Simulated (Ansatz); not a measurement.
Start from `[CH3][Al]([F])[CH2]O` and change one atom or group to get `[CH3][Al]([CH3])[F]`.

Ansatz, PBE0-D4/def2-TZVP geometries, multiplicity 1. Each molecule was computed in one conformer, which needn't be the lowest.

| property | `[CH3][Al]([F])[CH2]O` |
| --- | --- |
| HOMO energy (PBE0/def2-TZVPP) / eV | -7.04 |
| LUMO energy (PBE/def2-TZVPP) / eV | -1.26 |
| HOMO–LUMO gap (PBE/def2-TZVPP) / eV | 4.33 |
| HOMO–LUMO gap (ωB97M-V/def2-TZVPP) / eV | 10.37 |
| HOMO–LUMO gap (B3LYP/def2-TZVPP) / eV | 6.08 |
| LUMO energy (B3LYP/def2-TZVPP) / eV | -0.75 |

**Question.** Give the same properties after the change, and the shifts. (An estimate is asked.)

**Answer.** Ansatz gave: 
```tsv
property	`[CH3][Al]([CH3])[F]`	shift
HOMO energy (PBE0/def2-TZVPP) / eV	-7.92	-0.88
LUMO energy (PBE/def2-TZVPP) / eV	-1.06	0.20
HOMO–LUMO gap (PBE/def2-TZVPP) / eV	5.56	1.23
HOMO–LUMO gap (ωB97M-V/def2-TZVPP) / eV	11.40	1.03
HOMO–LUMO gap (B3LYP/def2-TZVPP) / eV	7.17	1.09
LUMO energy (B3LYP/def2-TZVPP) / eV	-0.53	0.22
```

With PBE0 the HOMO falls by 0.88 eV and the LUMO rises by 0.22 eV, so the gap widens by about 1.10 eV. PBE moves the HOMO by -1.03 eV and ωB97M-V by -0.81 eV.

B3LYP here is the variant with VWN-RPA as its local correlation; programs differ in this.
